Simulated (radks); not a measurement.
Q: Ag+, 46 electrons, occupied as [Kr] 4d10. Method: Dirac Kohn-Sham, LDA (Slater exchange, Perdew-Wang correlation), spin-unpolarised, spherical densities, finite nucleus; Fermi nuclear charge, rms radius 4.5454 fm; computed with a radial shooting solver on a logarithmic mesh with Libxc functionals. Some entries of the table are withheld. Estimate them.

orbital,occ.,eigenvalue (eV),<r^2> (bohr^2),r(max) (bohr)
1s1/2,2,-25291.13,0.001311,0.02018
2s1/2,2,-3730.703,0.02144,0.1142
2p1/2,2,-3469.718,0.01601,0.08820
2p3/2,4,-3294.655,0.01734,0.09246
3s1/2,2,-690.1921,0.1559,0.3332
3p1/2,2,-586.2153,0.1512,0.3194
3p3/2,4,-555.3186,0.1603,0.3294
3d3/2,4,-370.4603,(1),(2)
3d5/2,6,-364.2317,(3),(4)
4s1/2,2,-103.3028,0.9436,0.8219
4p1/2,2,-70.5064,1.101,0.8587
4p3/2,4,-65.3573,1.176,0.8842
4d3/2,4,-16.2651,2.319,1.030
4d5/2,6,-15.6935,2.398,1.042

A: 
(1) 3d3/2 <r^2> (bohr^2): 0.1411
(2) 3d3/2 r(max) (bohr): 0.2718
(3) 3d5/2 <r^2> (bohr^2): 0.1439
(4) 3d5/2 r(max) (bohr): 0.2747
